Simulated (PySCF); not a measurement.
Electron correlation in Hg⁺ (mercury, charge +1)

[Xe] 4f14 5d10 6p1, 2P determinant (an excited configuration). All numbers are calculated (PySCF 2.14, scalar relativity through the core potential, in def2-TZVPPD with the def2 core potential (60 electrons) (6s6p3d2f1g, 62 functions)). Frozen: 5s2 5p6; 11 electrons correlated.

```csv
level,correlation energy (mhartree)
CCSD,-324.82
(T),-10.87
CCSD(T),-335.69
```

Diagnostics: T1 = 0.014, D1 = 0.0557, largest double amplitude 0.037.

Task: Is a single reference adequate?

Result: Yes, within this model without spin-orbit coupling: T1 lies below 0.03 and no double amplitude reaches 0.07.
